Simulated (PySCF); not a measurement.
## Solvent effects on NMR parameters

Atoms are numbered as in `[CH3:1][CH:2]=[P:3]1([N:4]([CH3:5])[CH3:6])[CH:7]=[CH:8]1`. Hydrogens are named by the atom that carries them.

GIAO PBE0/pcSseg-1 in PySCF 2.14.0 with density-fitted response routines on one PBE0-D3(BJ)/def2-SVP conformer, non-relativistic, equivalent nuclei averaged. Solvents enter as an IEF-PCM continuum (acetone with ε = 20.5, dimethylsulfoxide with ε = 46.8) around the gas-phase geometry. Shifts are referred to TMS computed in the same medium.

Gas phase, δ in ppm: C7/C8 179.6, C5/C6 36.2, C1 10.4, C2 4.9, H(C7)/H(C8) 9.88, H(C5)/H(C6) 2.56, H(C1) 1.39, H(C2) 0.15. Dipole moment 2.56 D.

**Question.** How does each δ change in the continuum?

**Answer.** 
```
      atoms                                                      environment  Δδ, acetone  Δδ, dimethylsulfoxide
      C7/C8                                                        alkene CH         -0.2                   -0.2
      C5/C6                                        methyl carbon bonded to N         +0.5                   +0.5
         C1                                                    methyl carbon          0.0                    0.0
         C2                carbon double-bonded to a heavier main-group atom         -3.6                   -3.8
H(C7)/H(C8)                                         hydrogen on an alkene CH        +0.03                  +0.03
H(C5)/H(C6)                          hydrogen on a methyl carbon bonded to N        +0.04                  +0.04
      H(C1)                                      hydrogen on a methyl carbon        -0.01                  -0.01
      H(C2)  hydrogen on a carbon double-bonded to a heavier main-group atom        -0.26                  -0.27
```

Changes are relative to the gas phase. The dipole moment becomes 3.49 D in acetone, 3.54 D in dimethylsulfoxide.

**Question.** Which of the listed nuclei move most (in ppm), and what does the model miss? (N and O are left out, as their reference compounds move with the solvent too.)

**Answer.** C2 (carbon double-bonded to a heavier main-group atom, -3.8 ppm) in dimethylsulfoxide. A continuum only polarises the solute; specific hydrogen bonds, the anisotropy of aromatic solvents and changes of geometry or conformer are outside it.
